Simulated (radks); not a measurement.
Neutral niobium inside a hard spherical wall (all orbitals vanish at R), configuration held at [Kr] 4d4 5s1 and not refilled when levels cross. Method: scalar-relativistic Kohn-Sham, PBE, spin-polarised, spherical densities, point nucleus; open shells are filled with parallel spins first (spin-orbit coupling, left out, can overturn this in heavy ions); computed with a radial shooting solver on a logarithmic mesh with Libxc functionals. Eigenvalues in eV for spin up, with the zero of energy where the potential of the charges vanishes at infinity; a dash marks a level that is unbound or too diffuse for the functional's potential to be trusted. A positive occupied level is held by the wall or, in an anion where self-interaction has pushed it up, behind a barrier. The pressure on the wall is -dE/dV.

[
 {"R (bohr)": "free", "E (hartree)": "-3819.72582", "kinetic (hartree)": "3932.939", "e(4s)": "-58.685", "e(4p)": "-34.952", "e(5s)": "-4.478", "e(4d)": "-3.713", "e(5p, empty)": "-1.360", "e(6s, empty)": "-", "pressure (GPa)": "0"},
 {"R (bohr)": "15", "E (hartree)": "-3819.72581", "kinetic (hartree)": "3932.939", "e(4s)": "-58.684", "e(4p)": "-34.952", "e(5s)": "-4.477", "e(4d)": "-3.713", "e(5p, empty)": "-1.352", "e(6s, empty)": "0.231", "pressure (GPa)": "< 0.0001"},
 {"R (bohr)": "12", "E (hartree)": "-3819.72573", "kinetic (hartree)": "3932.940", "e(4s)": "-58.674", "e(4p)": "-34.942", "e(5s)": "-4.470", "e(4d)": "-3.704", "e(5p, empty)": "-1.304", "e(6s, empty)": "0.862", "pressure (GPa)": "0.00161"},
 {"R (bohr)": "10", "E (hartree)": "-3819.72503", "kinetic (hartree)": "3932.947", "e(4s)": "-58.621", "e(4p)": "-34.889", "e(5s)": "-4.426", "e(4d)": "-3.657", "e(5p, empty)": "-1.153", "e(6s, empty)": "2.040", "pressure (GPa)": "0.0198"},
 {"R (bohr)": "8", "E (hartree)": "-3819.71925", "kinetic (hartree)": "3932.987", "e(4s)": "-58.342", "e(4p)": "-34.615", "e(5s)": "-4.181", "e(4d)": "-3.416", "e(5p, empty)": "-0.591", "e(6s, empty)": "5.103", "pressure (GPa)": "0.252"},
 {"R (bohr)": "6", "E (hartree)": "-3819.67114", "kinetic (hartree)": "3933.236", "e(4s)": "-57.038", "e(4p)": "-33.349", "e(5s)": "-2.800", "e(4d)": "-2.290", "e(5p, empty)": "1.753", "e(6s, empty)": "14.457", "pressure (GPa)": "3.85"},
 {"R (bohr)": "5", "E (hartree)": "-3819.56056", "kinetic (hartree)": "3933.705", "e(4s)": "-55.156", "e(4p)": "-31.550", "e(5s)": "-0.300", "e(4d)": "-0.594", "e(5p, empty)": "5.443", "e(6s, empty)": "26.579", "pressure (GPa)": "17.6"},
 {"R (bohr)": "4", "E (hartree)": "-3819.18234", "kinetic (hartree)": "3935.121", "e(4s)": "-51.176", "e(4p)": "-27.791", "e(5s)": "6.827", "e(4d)": "3.402", "e(5p, empty)": "15.094", "e(6s, empty)": "53.924", "pressure (GPa)": "100"},
 {"R (bohr)": "3", "E (hartree)": "-3817.52815", "kinetic (hartree)": "3941.116", "e(4s)": "-41.660", "e(4p)": "-18.502", "e(5s)": "31.869", "e(4d)": "14.900", "e(5p, empty)": "45.788", "e(6s, empty)": "128.32", "pressure (GPa)": "902"},
 {"R (bohr)": "2.5", "E (hartree)": "-3814.56676", "kinetic (hartree)": "3951.613", "e(4s)": "-30.525", "e(4p)": "-6.752", "e(5s)": "68.184", "e(4d)": "30.047", "e(5p, empty)": "86.930", "e(6s, empty)": "218.14", "pressure (GPa)": "3570"}
]
